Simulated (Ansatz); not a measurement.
`[SiH3][GeH]1[CH2][AlH]1`, relaxed with RKS PBE-D4/def2-SVP in Ansatz from a rough embedded geometry. The force threshold is 0.03 eV/Å; the program also tests the step.

Total charge 0; spin multiplicity 1.

Start:

```xyz
11

Si   -0.476   -1.319   -1.355
Ge    0.955   -0.112   -0.108
C     0.312    1.622    0.432
Al   -0.248    0.623    1.888
H    -1.068   -2.447   -0.534
H    -1.584   -0.515   -1.894
H     0.234   -1.952   -2.525
H     2.306   -0.706    0.422
H     1.131    2.380    0.633
H    -0.475    2.069   -0.254
H    -1.087    0.358    3.295
```

```
step  energy (eV)  largest force (eV/Å)  largest move (Å)
   1  -72111.1658                 2.687             0.000
   2  -72111.6896                 1.335             0.195
   3  -72111.8596                 0.404             0.195
   4  -72111.9472                 0.276             0.200
   5  -72111.9794                 0.311             0.195
   6  -72111.9895                 0.159             0.075
   7  -72111.9969                 0.061             0.053
   8  -72112.0012                 0.064             0.071
   9  -72112.0048                 0.098             0.106
  10  -72112.0077                 0.104             0.087
  11  -72112.0107                 0.124             0.074
  12  -72112.0129                 0.091             0.081
  13  -72112.0136                 0.102             0.093
  14  -72112.0148                 0.066             0.018
  15  -72112.0153                 0.020             0.009
```

End:

```xyz
11

Si   -0.481   -1.450   -1.459
Ge    0.664   -0.478    0.391
C     0.356    1.580    0.466
Al   -0.351    0.824    2.123
H    -0.639   -2.939   -1.289
H    -1.856   -0.832   -1.526
H     0.219   -1.190   -2.771
H     2.184   -0.817    0.405
H     1.277    2.197    0.455
H    -0.336    1.946   -0.321
H    -1.037    1.159    3.526
```

Hardware: 4 threads of an Arm Neoverse V1 on a shared host. Wall time 27 s, peak host memory 0.18 GiB.
